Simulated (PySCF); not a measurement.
# Ionisation energy of Mn by level of theory

Mn [Ar] 3d5 4s2 (6S) → Mn⁺ [Ar] 3d5 4s1 (7S), as a difference of total energies. All numbers are calculated (PySCF 2.14, the non-relativistic Hamiltonian (point nucleus), in cc-pVTZ (7s6p4d2f1g, 68 functions)). Correlated levels: valence: [Ar] frozen. The calculations carry no spin-orbit coupling.

```json
{"method": "UHF", "ionisation energy (eV)": "5.973"}
{"method": "LDA", "ionisation energy (eV)": "7.495"}
{"method": "TPSS", "ionisation energy (eV)": "7.035"}
{"method": "MP2 (valence)", "ionisation energy (eV)": "6.897"}
{"method": "SCS-MP2 (valence)", "ionisation energy (eV)": "7.105"}
```

**Question.** How much does correlation contribute at MP2 (valence)?

**Answer.** 6.897 − (5.973) = 0.924 eV, measured against UHF.

These non-relativistic numbers lack the scalar-relativistic shift.

Errors of the correlated levels include the incompleteness of this basis and the frozen core.

MP2 underrates the near-degeneracy of ns² with np² in the lower species.

For comparison: 7.434 eV (measured; NIST Atomic Spectra Database, ionization energies).
